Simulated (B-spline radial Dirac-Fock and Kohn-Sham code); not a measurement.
**Kohn-Sham estimates against Dirac-Fock for the levels of Ba²²⁺**

System: Ba²²⁺, 1s2 2s2 2p6 3s2 3p6 3d10 4s2 4p4.

The density-functional columns are spherical, spin-unpolarised Dirac-Kohn-Sham results without Breit or QED terms: −ε is minus the orbital energy of the initial state and ΔSCF the difference of two total energies. The reference in the last column comes from ΔSCF Dirac-Fock with Breit, self-energy and vacuum polarisation, finite nucleus, configuration average. All numbers are from an atomic code on a B-spline grid, in eV; a selection of levels is shown. For the 1s level of heavy atoms much of the gap between ΔSCF and the reference is the Breit and QED part, -139.4 eV here; for other levels the error of the functional can be larger.

| level | LDA −ε | LDA ΔSCF | Dirac-Fock |
| --- | --- | --- | --- |
| 1s | 37833.0 | 38237.3 | 38109.2 |
| 2s | 6515.8 | 6602.0 | 6655.9 |
| 2p1/2 | 6180.1 | 6284.4 | 6287.6 |
| 3s | 1845.5 | 1882.0 | 1920.1 |
| 3p1/2 | 1705.1 | 1742.8 | 1766.0 |
| 3d3/2 | 1384.5 | 1424.8 | 1424.8 |
| 3d5/2 | 1368.1 | 1407.9 | 1408.8 |
| 4s | 776.5 | 795.0 | 796.9 |
| 4p | 707.7 | 725.7 | 722.8 |

Values without a named source are computed, but for edge energies of neutral atoms, which are taken from tables.
